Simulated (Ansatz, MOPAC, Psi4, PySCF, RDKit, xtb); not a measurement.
Pair of molecules: CH4 (SMILES C) (first 5 atoms) with Si2H6 (SMILES [SiH3][SiH3]); geometry from B3LYP-D3(BJ)/def2-TZVP, rigid monomers moved along the line of their centres of mass till C1···Si7 is 5.42 Å.
(charge 0, multiplicity 1):
```xyz
13

C      0.055    -0.126     0.046
H     -0.373    -1.048     0.437
H     -0.535     0.722     0.392
H      1.080    -0.023     0.400
H      0.047    -0.155    -1.042
Si     1.023     0.535     5.725
Si    -1.162    -0.215     5.329
H      1.752    -0.443     6.570
H      0.994     1.839     6.433
H      1.763     0.704     4.452
H     -1.145    -1.526     4.638
H     -1.902     0.757     4.490
H     -1.881    -0.370     6.618
```

Counterpoise-corrected where a basis set is named; no monomer relaxation. Rows marked so take none. RDKit's UFF carries no charges.

Correlated levels freeze the cores. Rows in 3-21G, 6-31G* carry no dispersion term and start afresh at each structure (6-31G* with six Cartesian d functions). MP2/6-31G* freezes PySCF's default core. The state that PM6 reach isn't checked.

Codes used: Ansatz (Gaussian basis) for Hartree–Fock, density functionals and correlated methods; MOPAC for PM6 (differences of heats of formation); Psi4 for SAPT; PySCF for 3-21G rows, 6-31G* rows, the dispersion terms; RDKit for the force fields; xtb for the GFN methods. 

| level | interaction energy (meV) |
|---|---|
| UFF | -15.4 |
| PM6 | 0.3 |
| GFN1-xTB | -12.4 |
| HF/3-21G (no counterpoise) | -2.4 |
| B3LYP/6-31G* | 1.9 |
| PBE0-D3(BJ)/def2-TZVPPD | -13.6 |
| MP2/6-31G* | -5.0 |
| CCSD(T)/aug-cc-pV(D+d)Z | ___ |
| SAPT0/jun-cc-pV(D+d)Z | ___ |

**Question.** Fill in the missing entries.

**Answer.** 
- CCSD(T)/aug-cc-pV(D+d)Z, interaction energy (meV): -10.2
- SAPT0/jun-cc-pV(D+d)Z, interaction energy (meV): -7.0

Ansatz is a quantum-chemistry and plane-wave program.
